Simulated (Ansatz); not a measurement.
Reaction (formal exchange of groups at a C–Si bond): `N#C[Si](F)(F)F` + `N#C[SiH](C#N)C#N` → `N#C[Si](C#N)(C#N)C#N` + `F[SiH](F)F`

Gas-phase electronic energies from Ansatz, PBE0-D4/def2-TZVP geometries. CBS: MP2 limit from def2 TZ/QZ plus the TZ coupled-cluster correction, frozen cores. Functionals use def2-TZVPP. B3LYP here is the variant with VWN-RPA as its local correlation; programs differ in this. HSE06 is defined as in plane-wave codes.

| level | ΔE (kcal/mol) | difference from CCSD(T)/CBS |
| --- | --- | --- |
| LDA (SPW92) | 4.0 | 0.6 |
| PBE-D4 | 3.1 | -0.3 |
| revPBE-D4 | 3.0 | -0.4 |
| BLYP-D4 | 2.8 | -0.6 |
| r2SCAN-D4 | 3.9 | 0.5 |
| B97M-V | 3.7 | 0.3 |
| PBE0-D4 | 3.8 | 0.4 |
| B3LYP-D4 | 3.4 | 0.0 |
| r2SCANh-D4 | 4.1 | 0.7 |
| r2SCAN0-D4 | 4.3 | 0.9 |
| HSE06-D4 | 3.8 | 0.4 |
| ωB97X-V | 4.0 | 0.6 |
| ωB97M-V | 4.0 | 0.6 |
| B2PLYP | 3.2 | -0.2 |
| PBE | 3.5 | 0.1 |
| revPBE | 3.4 | 0.0 |
| BLYP | 3.3 | -0.1 |
| r2SCAN | 4.1 | 0.7 |
| PBE0 | 4.1 | 0.7 |
| B3LYP | 3.8 | 0.4 |
| r2SCANh | 4.3 | 0.9 |
| HSE06 | 4.1 | 0.7 |
| BHLYP | 4.5 | 1.1 |
| CAM-B3LYP | 4.2 | 0.8 |
| LC-ωPBE | 4.4 | 1.0 |
| RPA@PBE/def2-TZVPP | 3.1 | -0.3 |
| HF/def2-SVP | 4.5 | 1.1 |
| CCSD/def2-SVP | 3.5 | 0.1 |
| CCSD(T)/def2-SVP | 3.1 | -0.3 |
| HF/def2-TZVPP | 5.6 | 2.2 |
| MP2/def2-TZVPP | 2.2 | -1.2 |
| SCS-MP2/def2-TZVPP | 2.5 | -0.9 |
| CCSD/def2-TZVPP | 4.0 | 0.6 |
| CCSD(T)/def2-TZVPP | 3.4 | 0.0 |
| HF/def2-QZVPP | 5.7 | 2.3 |
| MP2/def2-QZVPP | 2.2 | -1.2 |
| SCS-MP2/def2-QZVPP | 2.5 | -0.9 |
| HF/CBS(def2) | 5.7 | 2.3 |
| MP2/CBS(def2) | 2.2 | -1.2 |
| CCSD/CBS(def2) | 3.9 | 0.5 |
| CCSD(T)/CBS | 3.4 | 0 |

Largest T1 diagnostic among the species: 0.015.

In def2-TZVPP, CCSD(T) changes the Hartree–Fock value by −2.2 kcal/mol (the triples alone add −0.5 kcal/mol) and MP2 by −3.4 kcal/mol. From BLYP to BHLYP (50 % exact exchange), in def2-TZVPP and without D4, ΔE moves by +1.2 kcal/mol. Leaving LDA and LC-ωPBE aside and taking each functional with its dispersion term where it has one, the values spread over 1.6 kcal/mol, from BLYP-D4 to r2SCAN0-D4.
